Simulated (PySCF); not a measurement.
Species: C₆H₈FOSi (doublet state).
Z-matrix (Å and degrees, GFN2-xTB geometry), rows numbered from 1:
```
C 
C   1  1.5191
O   2  1.4102  1  108.94
Si  3  1.6081  2  131.14  1   177.60
C   4  1.9249  3  109.20  2   169.27
C   5  1.3070  4  106.84  3  -120.96
C   6  1.4379  5  121.96  4     4.22
C   7  1.3410  6  112.54  5    -2.45
F   8  1.3550  4  126.99  3   -68.88
H   1  1.0866  2  109.84  3    58.84
H   1  1.0866  2  110.02  3   -60.66
H   1  1.0861  2  109.99  3   179.03
H   2  1.0953  1  110.56  3  -119.98
H   2  1.0956  1  110.71  3   120.06
H   4  1.4612  3  114.62  2   -60.10
H   5  1.0717  4  126.09  3    63.81
H   7  1.0783  6  122.55  5   177.17
```

The hyperfine couplings belong to this conformer and change with its torsions.

The species is `CCO[Si@@H]1C=[C]C=C1F` [radical].

The calculation used UKS B3LYP, pcH-1 on C F H O Si, non-relativistic, mean-field spin-orbit, GIAO in PySCF. Geometry: GFN2-xTB, one conformer, isolated molecule. A GFN2-xTB geometry isn't a minimum of the functional, and hyperfine couplings can be far from their values at a DFT geometry. The SCF solution wasn't tested for stability.

Problem. Break the g tensor into its mass correction, gauge correction and orbital-Zeeman/spin–orbit terms.

Solution. 
| Δg (ppm) | 1 | 2 | 3 |
| --- | --- | --- | --- |
| relativistic mass correction | -172 | -172 | -172 |
| gauge correction | 21 | 14 | -58 |
| orbital Zeeman/spin–orbit | -507 | 82 | 915 |
| total | -657 | -76 | 685 |

So g = 2.00166, 2.00224, 2.00300 and g_iso = 2.00230; the tensor is rhombic: the two nearest values differ by 43 % of g3 − g1. Axes: g1 points within 7° of the C5–H16 bond.

Problem. At 9.456 GHz, how far is the centre of the isotropic spectrum from where a free electron (g = 2.002319) resonates?

Solution. B = hν/(g μB) with μB/h = 13.99624 MHz/mT gives 337.41 mT for the free electron and 337.42 mT at g_iso, the same within 0.01 mT.

Problem. What are the electron Larmor frequencies g μB B/h along the three axes at 3350 mT?

Solution. 93.8528, 93.8800, 93.9157 GHz for g1, g2 and g3, a range of 63.0 MHz.

Problem. In a frozen sample, at which fields do the three g values resonate at 9.5, 34, 94 and 263 GHz (hyperfine left aside), and which band first spreads them over more than twice a line width of 0.5 mT?

Solution. 
| band | GHz | B(g3) mT | B(g2) mT | B(g1) mT | spread mT |
| --- | --- | --- | --- | --- | --- |
| X | 9.5 | 338.87 | 339.00 | 339.09 | 0.23 |
| Q | 34.0 | 1212.79 | 1213.25 | 1213.60 | 0.81 |
| W | 94.0 | 3353.01 | 3354.28 | 3355.26 | 2.25 |
| J | 263.0 | 9381.28 | 9384.85 | 9387.58 | 6.29 |

The spread grows in proportion to the frequency. W band is the first where it exceeds 1.0 mT.

Largest spin populations (Mulliken): C6 (+0.93), C5 (-0.12) and Si4 (+0.10). No atom but C6 exceeds +0.15.

The HOMO–LUMO gaps are 4.48 eV among the α and 3.85 eV among the β orbitals.
